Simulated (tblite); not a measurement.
C₈H₁₃OP.
Cartesian coordinates in Å at the GFN2-xTB level; atoms count from 1:
```
atom  x, y, z in Å
C1    -1.9292    1.5919   -0.0508
C2    -1.2229    0.3553    0.4840
C3    -2.2051   -0.7054    0.9574
P4    -0.2570   -0.3773   -0.9239
O5    -1.0949   -0.7759   -2.0606
C6     1.0356    0.8259   -1.3091
C7     2.1929    0.8260   -0.6642
C8     2.5401   -0.1092    0.4535
C9     1.9180   -1.4673    0.3411
C10    0.7314   -1.7046   -0.1980
H11   -1.2050    2.3509   -0.3448
H12   -2.5933    2.0170    0.7006
H13   -2.5194    1.3214   -0.9252
H14   -0.5392    0.6279    1.2928
H15   -2.8039   -1.0459    0.1141
H16   -1.6755   -1.5626    1.3715
H17   -2.8722   -0.3056    1.7200
H18    0.8386    1.4883   -2.1414
H19    2.9681    1.5337   -0.9322
H20    3.6264   -0.2137    0.5121
H21    2.2192    0.3433    1.3994
H22    2.5103   -2.2820    0.7398
H23    0.3324   -2.7050   -0.2983
```

Level: GFN2-xTB in tblite, geometry and Hessian alike; calculated harmonic values, unscaled, isolated species. This tight-binding method is rough: wavenumbers can miss measured ones by several per cent, in bad cases by 10 to 20. One conformer, not necessarily the lowest.

Harmonic wavenumbers (cm⁻¹): 48.1, 65.9, 118.2, 159.3, 192.4, 204.8, 220.2, 234.1, 288.8, 336.6, 361.9, 373.4, 431.4, 459.0, 488.6, 617.1, 694.2, 706.0, 715.7, 807.3, 813.4, 905.3, 910.0, 912.8, 924.8, 938.5, 956.8, 982.0, 1018.4, 1028.8, 1129.1, 1138.7, 1143.6, 1166.0, 1170.5, 1238.8, 1264.4, 1291.5, 1294.7, 1322.0, 1330.3, 1400.9, 1413.0, 1440.9, 1483.0, 1487.9, 1493.1, 1497.1, 1661.7, 1691.4, 2908.5, 2932.9, 2977.0, 3006.8, 3011.2, 3013.6, 3014.1, 3023.0, 3026.0, 3033.7, 3035.6, 3050.3, 3052.0.

A = 1764, B = 934.8, C = 885.8 MHz; mass 156.070 u (most abundant isotopes); point group Cs, symmetry number 1.

Q: Zero-point energy?

A: Half the sum of the wavenumbers: 41529 cm⁻¹ = 496.79 kJ/mol.

Q: Entropy at 200 K, 1 bar (ideal gas, RRHO, classical rotation)?

A: Translation 163.54, rotation 119.61, vibration 89.22: S = 372.4 J/(mol K).

Q: And Cp and H(200 K) − H(0)?

A: Cp = 136.68 J/(mol K), of which vibrations give 103.42 (their classical limit is 63 R = 523.8); H(200 K) − H(0) = 16.74 kJ/mol without the zero-point energy, 10.09 from vibrations.

Q: How do the functions run with temperature in this model?

A: 
| T (K) | S (J/(mol K)) | Cp (J/(mol K)) | H − H(0) (kJ/mol) | G − H(0) (kJ/mol) | ln q(vib) |
| --- | --- | --- | --- | --- | --- |
| 150 | 336.8 | 111.7 | 10.53 | -39.99 | 3.16 |
| 250 | 405.6 | 162.3 | 24.21 | -77.19 | 6.19 |
| 298.15 | 436.3 | 187.6 | 32.63 | -97.46 | 7.66 |
| 400 | 498.8 | 239.4 | 54.42 | -145.11 | 10.81 |
| 600 | 612.1 | 319.8 | 110.84 | -256.43 | 16.95 |
| 900 | 757.7 | 397.1 | 219.36 | -462.60 | 25.75 |

q(vib) and H(0) count from the zero-point level.

Q: Which modes carry the vibrational entropy at 200 K?

A: 48.1 cm⁻¹: 17.18; 65.9 cm⁻¹: 14.60; 118.2 cm⁻¹: 9.91; 159.3 cm⁻¹: 7.62; 192.4 cm⁻¹: 6.25; 204.8 cm⁻¹: 5.81 J/(mol K); the other 57 give 27.86 together.

Hindered rotation and anharmonicity are outside this model. Other conformers, if any are populated, would add a mixing term that is left out.
